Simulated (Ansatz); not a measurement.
PBE exchange is replaced step by step with exact exchange (0 % is PBE, 25 % PBE0; no dispersion term), basis def2-TZVP, Ansatz. System: TeAu2. Charge 0, multiplicity 1. Geometry: PBE0-D4/def2-TZVP, each spin state at its own.

The relaxed quintet has other bonds than the singlet, so its gap is one between isomers.

Geometry of the singlet:

```
atom   x (Å)   y (Å)   z (Å)
 Au1   0.187   0.766   1.652
 Au2  -0.705   0.336  -1.656
 Te3   0.518  -1.102   0.004
```

In the def2 sets Au, Te take a core potential; there is no spin–orbit coupling. The structure comes from a short search, and lower isomers may exist.

```
exact exchange (%)  HOMO (eV)  LUMO (eV)  gap (eV)  triplet − singlet (kJ/mol)  quintet − singlet (kJ/mol)
                 0      -5.07      -3.79      1.28                        93.5                       251.2
                 5      -5.24      -3.63      1.61                        97.8                       254.9
                10      -5.41      -3.46      1.94                       101.9                       258.6
                25      -5.90      -2.97      2.94                       112.9                       269.4
                35      -6.23      -2.63      3.60                       119.4                       276.5
                50      -6.72      -2.14      4.58                       128.2                       287.1
```

Q: Estimate the row for 15 %.

A: 
| exact exchange (%) | HOMO (eV) | LUMO (eV) | gap (eV) | triplet − singlet (kJ/mol) | quintet − singlet (kJ/mol) |
| --- | --- | --- | --- | --- | --- |
| 15 | -5.57 | -3.30 | 2.28 | 105.8 | 262.3 |
